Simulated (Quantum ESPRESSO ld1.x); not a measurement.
The numbers below are computed, except where a source is named.
Charge is removed step by step from the 3d (averaged over the sub-levels emptied) level of the tungsten ion W+, starting from [Xe] 4f14 5d4 6s1. Level of theory: Dirac Kohn-Sham, LDA (Slater exchange, VWN5 correlation), spin-unpolarised, spherical densities, point nucleus; open shells are shared between the two j in proportion to 2j + 1 (ld1.x of Quantum ESPRESSO 7.5).

removed (e),E - E(0) (eV),eigenvalue (eV),E minus straight line (eV)
0,0.000,-1807.7,0.000
0.125,226.46,-1815.7,-3.554
0.25,453.92,-1823.7,-6.109
0.375,682.39,-1831.8,-7.655
0.5,911.87,-1839.9,-8.185
0.625,1142.4,-1848.2,-7.692
0.75,1373.9,-1856.4,-6.168
0.875,1606.5,-1864.8,-3.607
1,1840.1,-1873.2,0.000

Removing the whole electron costs 1840.1 eV by Delta-SCF, against 1807.7 eV from minus the eigenvalue at the starting occupation. Slater's transition state (half an electron removed) gives 1839.9 eV. Integrating minus the eigenvalue over the occupation (Janak's theorem) gives 1840.1 eV. The mean slope of the eigenvalue, de/dn, is 65.5 eV per electron.
